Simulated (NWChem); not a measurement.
Species: SiNH3O, singlet; SMILES N[Si]O

```xyz
6

Si    -0.6591     0.0603     0.0000
O      0.4103     1.3490     0.0000
H      1.3631     1.2022     0.0000
N      0.4148    -1.2944     0.0000
H      1.4323    -1.2941     0.0000
H      0.0480    -2.2412     0.0000
```
Atoms are numbered in this order, from 1.

All runs: NWChem. Pople sets run with spherical d functions. Low-valent species are run as closed-shell singlets; no triplet was tried in these runs. Geometry: optimised at PBE0/def2-SVP. GIAO values for the isolated, static molecule; σ is the absolute isotropic shielding, δ = σ(reference) − σ with the isolated reference molecule computed at the same levels (1H: tetramethylsilane, 15N: ammonia, 17O: water, 29Si: tetramethylsilane).

For level B3LYP/6-31G*:

* **δ Si1 (ppm)**: 98.5
* **δ O2 (ppm)**: 132.3
* **δ H3 (ppm)**: 3.35
* **δ N4 (ppm)**: 104.9
* **δ H5 (ppm)**: 2.45
* **δ H6 (ppm)**: 2.68

Problem. What are these values for level KT2/pcSseg-1?

Solution. The δ Si1 (ppm) is 85.4, the δ O2 (ppm) comes out as 153.2 and the δ H3 (ppm) is 3.70. The δ N4 (ppm) is 119.5 and the δ H5 (ppm) comes out as 3.22. The δ H6 (ppm) is 3.36.
